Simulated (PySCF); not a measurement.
Species: C5H10O3Si.
SMILES with atom numbers: `[CH3:1][O:2][C:3](=[O:4])[Si@@H:5]1[CH2:6][CH2:7][CH2:8][O:9]1` (hydrogens: H10, H11, H12 on C1; H13 on Si5; H14, H15 on C6; H16, H17 on C7; H18, H19 on C8)

Geometry (PBE0-D3(BJ)/def2-SVP, Å), atoms numbered from 1 in this order:
```
atom  x, y, z in Å
C1     3.680   -0.014   -0.840
O2     2.344    0.286   -1.225
C3     1.386   -0.086   -0.368
O4     1.616   -0.639    0.681
Si5   -0.413    0.327   -0.907
C6    -1.301    1.115    0.556
C7    -2.529    0.197    0.684
C8    -2.118   -1.206    0.232
O9    -1.309   -1.088   -0.927
H10    4.322    0.326   -1.661
H11    3.944    0.507    0.092
H12    3.805   -1.095   -0.678
H13   -0.439    0.992   -2.237
H14   -1.569    2.175    0.445
H15   -0.644    1.022    1.436
H16   -2.930    0.176    1.710
H17   -3.336    0.562    0.027
H18   -1.551   -1.719    1.031
H19   -2.992   -1.831   -0.013
```

The closed-shell ground state was solved at several levels (PySCF, density fitting, gas phase, non-relativistic).

```json
{"level": "CAM-B3LYP/pcSseg-1", "basis functions": "210", "HOMO (eV)": "-8.84", "LUMO (eV)": "0.47", "gap (eV)": "9.31", "dipole (D)": "1.66"}
{"level": "CAM-B3LYP/def2-SVPD", "basis functions": "273", "HOMO (eV)": "-8.94", "LUMO (eV)": "0.28", "gap (eV)": "9.22", "dipole (D)": "1.71"}
```

(1) Estimate the row for PBE0/pcSseg-1, a basis of 210 functions; the other rows only guide the guess.

(2) Over all these levels, which gives the widest orbital gap and which the narrowest?

(3) How far do the dipole and the HOMO energy spread over the levels?

## Answers

(1) HOMO -7.44 eV, LUMO -0.71 eV, gap 6.73 eV, dipole 1.62 D.

(2) CAM-B3LYP/pcSseg-1 (range-separated hybrid) has the widest, 9.31 eV, and PBE0/pcSseg-1 (global hybrid, 25 % exact exchange) the narrowest, 6.73 eV. The two share the basis. From the narrowest to the widest the HOMO moves by -1.40 eV and the LUMO by +1.18 eV.

(3) The dipole runs from 1.62 to 1.71 D (mean 1.67 D) and the HOMO from -8.94 to -7.44 eV.

One conformer stands for the species.
